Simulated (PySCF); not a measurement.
C3H4O, SMILES O=C1CC1.

Coordinates come from a B3LYP-D3(BJ)/def2-SVP optimisation.

Two levels are set side by side: TDA-PBE/def2-SVPD (PySCF) and TDA-B3LYP/def2-SVPD (PySCF). Vertical, same geometry. The lowest singlet is HOMO→LUMO 100 % with PBE and HOMO→LUMO 99 % with the other functional; states are paired by order. Differences are taken from unrounded values.

| quantity | TDA-B3LYP |
|---|---|
| lowest singlet excitation (eV) | 3.76 |
| lowest triplet excitation (TDA) (eV) | 3.18 |
| first bright state (f over 0.05) (eV) | 8.57 |
| its oscillator strength | 0.06 |

### Question
What does TDA-PBE give, and how far is it from TDA-B3LYP? (Estimate from the structure and the level; the computed values follow.)

### Answer

| quantity | TDA-PBE | TDA-PBE minus TDA-B3LYP |
|---|---|---|
| lowest singlet excitation (eV) | 3.62 | -0.14 |
| lowest triplet excitation (TDA) (eV) | 3.01 | -0.16 |
| first bright state (f over 0.05) (eV) | 7.98 | -0.59 |
| its oscillator strength | 0.07 | 0.01 |

Functionals without exact exchange tend to place singlet excitations lower, as here. Differences between two approximate levels are no errors against the true value.

Rough cost on one machine, each run with all the roots and properties that it gave: TDA-B3LYP against TDA-PBE within a factor of 2.
